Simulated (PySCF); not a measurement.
# Cobalt: highly charged ions in a basis for the neutral atom

Co²⁴⁺ [He] 2s1, Co²⁵⁺ 1s2. Calculation: PySCF 2.14, in x2c-TZVPall (6s5p4d1f, 48 functions); scalar relativity by spin-free X2C-1e. No spin-orbit coupling, so a gap to NIST mixes the basis error with missing relativistic terms.

Changed run: basis of the neutral atom used for a highly charged ion. This setting is unsound on purpose.

| species | method | sound run (hartree) | changed run (hartree) | converged |
| --- | --- | --- | --- | --- |
| Co²⁴⁺ | UHF | not run | -800.25140 | yes |
| Co²⁴⁺ | PBE0 | not run | -800.14112 | yes |
| Co²⁴⁺ | LDA | not run | -798.02982 | yes |
| Co²⁵⁺ | UHF | not run | -719.04840 | yes |
| Co²⁵⁺ | PBE0 | not run | -718.87612 | yes |
| Co²⁵⁺ | LDA | not run | -716.92482 | yes |

Ionisation energy of Co²⁴⁺:

| method | changed run (eV) | NIST (eV) |
| --- | --- | --- |
| UHF | 2209.6 | 2218.9 |
| PBE0 | 2211.3 | 2218.9 |
| LDA | 2207.0 | 2218.9 |

The contracted functions were made for the neutral atom and can be too rigid for a highly charged ion.
